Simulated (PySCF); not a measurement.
**Cost of excited-state runs on `CC[N](C)[GeH2][Br]`, C$_{3}$H$_{10}$BrGeN**

Molfile (atoms numbered from 1):
```
C3H10BrGeN
     RDKit          3D

 16 15  0  0  0  0  0  0  0  0999 V2000
   -1.7362    1.1179   -0.6243 C   0  0  0  0  0  0  0  0  0  0  0  0
   -0.6774    0.1100   -0.2253 C   0  0  0  0  0  0  0  0  0  0  0  0
    0.5345    0.6919    0.3189 N   0  0  0  0  0  0  0  0  0  0  0  0
    1.4933   -0.3052    0.7370 C   0  0  0  0  0  0  0  0  0  0  0  0
    1.1791    2.3029   -0.2218 Ge  0  0  0  0  0  4  0  0  0  0  0  0
    1.9171    2.2622   -2.4424 Br  0  0  0  0  0  0  0  0  0  0  0  0
   -1.4131    1.7375   -1.4760 H   0  0  0  0  0  0  0  0  0  0  0  0
   -2.6523    0.5943   -0.9335 H   0  0  0  0  0  0  0  0  0  0  0  0
   -1.9923    1.7836    0.2137 H   0  0  0  0  0  0  0  0  0  0  0  0
   -0.4405   -0.5331   -1.0991 H   0  0  0  0  0  0  0  0  0  0  0  0
   -1.0952   -0.5695    0.5416 H   0  0  0  0  0  0  0  0  0  0  0  0
    2.3997    0.1667    1.1440 H   0  0  0  0  0  0  0  0  0  0  0  0
    1.0638   -0.9381    1.5342 H   0  0  0  0  0  0  0  0  0  0  0  0
    1.8036   -0.9766   -0.0887 H   0  0  0  0  0  0  0  0  0  0  0  0
    2.4169    2.5912    0.6328 H   0  0  0  0  0  0  0  0  0  0  0  0
    0.1069    3.3912   -0.1684 H   0  0  0  0  0  0  0  0  0  0  0  0
  1  2  1  0
  2  3  1  0
  3  4  1  0
  3  5  1  0
  5  6  1  0
  1  7  1  0
  1  8  1  0
  1  9  1  0
  2 10  1  0
  2 11  1  0
  4 12  1  0
  4 13  1  0
  4 14  1  0
  5 15  1  0
  5 16  1  0
M  END
```

PySCF with density fitting, on 1 thread of an Arm Neoverse N1, shared host. Command: `OMP_NUM_THREADS=1 python excited_run.py task.json out`

(1) How long does each of these runs take, and how much memory?
- magnetisability and related constants, B3LYP/pcSseg-1; isotopologues
- magnetisability and related constants, KT3/pcSseg-0; IEF-PCM chloroform
- magnetisability and related constants, OLYP/3-21G; usual settings

## Answers

(1) 
```csv
run,level,basis functions,wall time,peak memory (GiB)
magnetisability and related constants,B3LYP/pcSseg-1,200,71 s,1.1
magnetisability and related constants,KT3/pcSseg-0,106,24 s,0.76
magnetisability and related constants,OLYP/3-21G,100,29 s,0.67
```
Times from a shared host are rough.
